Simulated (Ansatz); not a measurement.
`NB[Se][SiH3]` + silanol → `NBO[SiH3]` + `[SiH3][SeH]`  (ligand exchange at a B–Se bond)

Calculated with Ansatz (gas phase, PBE0-D4/def2-TZVP geometries, no zero-point term in ΔE). CBS: MP2 limit from def2 TZ/QZ plus the TZ coupled-cluster correction, frozen cores. For Se outer-core shells are correlated without core-valence functions, which leaves a few kJ/mol of doubt a bond. Scalar relativity is left out up to krypton. Each species was taken in one conformer, which may not be the lowest.

`NB[Se][SiH3]`:

```xyz
10

N    -1.011    1.054    0.752
B    -0.630   -0.079    1.454
Se    0.499   -1.527    0.760
Si    1.040   -0.687   -1.280
H    -1.598    1.756    1.169
H    -0.777    1.245   -0.208
H    -1.000   -0.233    2.578
H     2.016    0.428   -1.173
H    -0.169   -0.167   -1.977
H     1.630   -1.790   -2.075
```

`O[SiH3]`:

```xyz
6

O    -1.227    0.036   -0.367
Si    0.363   -0.156    0.020
H    -1.678    0.813   -0.037
H     1.193    0.969   -0.493
H     0.786   -1.424   -0.616
H     0.564   -0.237    1.493
```

`NBO[SiH3]`:

Z-matrix (Å, degrees):
```
Si
O 1 1.641
H 1 1.487 2 110.8
H 1 1.485 2 108.9 3 120.6
H 1 1.485 2 108.9 3 -120.6
B 2 1.370 1 132.6 3 0.2
N 6 1.395 2 119.4 1 179.9
H 6 1.202 2 120.9 1 -0.1
H 7 1.003 6 122.6 2 -180.0
H 7 1.006 6 122.7 2 0.0
```

`[SiH3][SeH]`:

Z-matrix (Å, degrees):
```
Si
Se 1 2.279
H 1 1.484 2 111.4
H 1 1.484 2 111.5 3 -122.1
H 1 1.483 2 104.9 3 119.0
H 2 1.469 1 93.0 3 60.4
```

```tsv
level	ΔE (eV)
SCS-MP2/def2-TZVPP	-0.63
CCSD(T)/def2-TZVPP	-0.62
MP2/def2-QZVPP	-0.55
SCS-MP2/def2-QZVPP	-0.62
```

Problem. What does CCSD(T)/CBS give? (Best estimate.)

Solution. Ansatz gave: -0.59 eV. The listed levels differ from it by -0.04, -0.03, 0.04, -0.03 eV.

Largest T1 diagnostic among the species: 0.012.

The D4 term adds +0.06 eV with B3LYP and +0.03 eV with PBE0; it sums over pairs of atoms, weighted by their polarisabilities, and B3LYP, whose exchange is more repulsive, gets the larger term. From PBE to PBE0 (25 % exact exchange), in def2-TZVPP and without D4, ΔE moves by −0.04 eV.

B3LYP here is the variant with VWN-RPA as its local correlation; programs differ in this.
